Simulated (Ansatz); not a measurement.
Basis-set series for C2H4BN, SMILES `C#CBN`. Total charge 0; spin multiplicity 1. All single points use the PBE0-D4/def2-TZVP geometry. It is one conformer, not always the lowest.

| functional | basis | functions | energy (Eh) | HOMO (eV) | LUMO (eV) |
| --- | --- | --- | --- | --- | --- |
| PBE0-D4 | def2-SVP | 76 | -157.89049 | -7.75 | -0.49 |
| PBE0-D4 | def2-TZVPP | 180 | -158.06895 | -7.88 | -0.72 |
| ωB97M-V | def2-SVP | 76 | -158.01376 | -9.98 | 1.65 |
| ωB97M-V | def2-TZVPP | 180 | -158.20062 | -10.13 | 1.32 |

**Question.** Give the rows for def2-QZVPP. (Best estimate.)

**Answer.** The calculation gave: 
```json
{"functional": "PBE0-D4", "basis": "def2-QZVPP", "functions": "348", "energy (Eh)": "-158.07812", "HOMO (eV)": "-7.90", "LUMO (eV)": "-0.78"}
{"functional": "ωB97M-V", "basis": "def2-QZVPP", "functions": "348", "energy (Eh)": "-158.20895", "HOMO (eV)": "-10.15", "LUMO (eV)": "1.22"}
```

Positive LUMOs are unbound and depend on the basis.

All numbers were calculated with Ansatz.
